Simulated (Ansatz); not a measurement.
Abridged output of a molecular run in Ansatz:

```
Functional definition: HF
2344 factors; integrals over basis functions are off by at most 1.5e-3 eV
mean field evaluation 1: about -9577.2803 eV, gradient 4.6e1 eV
mean field evaluation 2: about -9577.2902 eV, gradient 4.6e1 eV
mean field evaluation 4: about -9583.8011 eV, gradient 5.4e0 eV
mean field evaluation 8: about -9583.8931 eV, gradient 1.4e-4 eV
mean field -9583.89311666 eV, -352.2015758412 hartree, gradient 1.1e-6 eV, S^2 0.000000; 0 other end points of the search recorded, 0 dependent functions left out
9 core orbitals not correlated: weight in the atoms' cores, before any rotation towards them, 1.000 or more for the frozen orbitals, at most 0.000 for the correlated occupied ones
reference -9583.89311666 eV, -352.2015758412 hartree; 28, 28 occupied and 189, 189 virtual orbitals, 2344 factors
second order -36.16353263 eV of doubles, -0.00000000 eV of singles
cycle   1  -38.24805961 eV  change    -2.1e0 eV  update   1.2e-1
cycle   2  -39.22963637 eV  change   -9.8e-1 eV  update   3.3e-2
cycle   3  -39.36172015 eV  change   -1.3e-1 eV  update   1.1e-2
cycle   4  -39.36648780 eV  change   -4.8e-3 eV  update   2.8e-3
cycle   5  -39.36867654 eV  change   -2.2e-3 eV  update   7.7e-4
cycle   6  -39.36891190 eV  change   -2.4e-4 eV  update   1.9e-4
cycle   7  -39.36894469 eV  change   -3.3e-5 eV  update   5.0e-5
perturbative correction -1.24983485 eV, -0.0459305836 hartree
Total energy: -9624.51189620 eV, -353.6942884570 hartree
```

Its atoms:

```xyz
29

C     0.422    2.418    1.501
C     0.562    1.480    0.312
C    -0.020    0.063    0.491
C    -1.420    0.158    1.100
C     0.866   -0.706    1.474
C    -0.073   -0.676   -0.899
C    -0.326   -2.175   -0.722
C    -1.195   -0.121   -1.780
C     1.242   -0.522   -1.666
H     0.937    3.360    1.298
H    -0.621    2.659    1.713
H     0.859    2.003    2.412
H     1.624    1.389    0.066
H     0.091    1.957   -0.553
H    -2.055    0.864    0.561
H    -1.923   -0.811    1.104
H    -1.363    0.493    2.138
H     1.005   -0.131    2.392
H     1.857   -0.908    1.062
H     0.418   -1.660    1.759
H    -1.213   -2.378   -0.116
H    -0.488   -2.636   -1.699
H     0.523   -2.681   -0.259
H    -2.182   -0.357   -1.379
H    -1.132   -0.567   -2.777
H    -1.131    0.962   -1.904
H     1.220   -1.152   -2.560
H     1.409    0.505   -1.996
H     2.106   -0.832   -1.073
```

(1) Which basis set was used?
A. cc-pV(T+d)Z
B. def2-SVP
C. cc-pV(Q+d)Z
D. def2-QZVPP

(2) Write the keys of the input that set method, charge and spin (a neutral closed shell needs none for the last two).

Results:

(1) B. It gives 226 functions.

(2) 
```yaml
correlation: {method: ccsd_t}
```
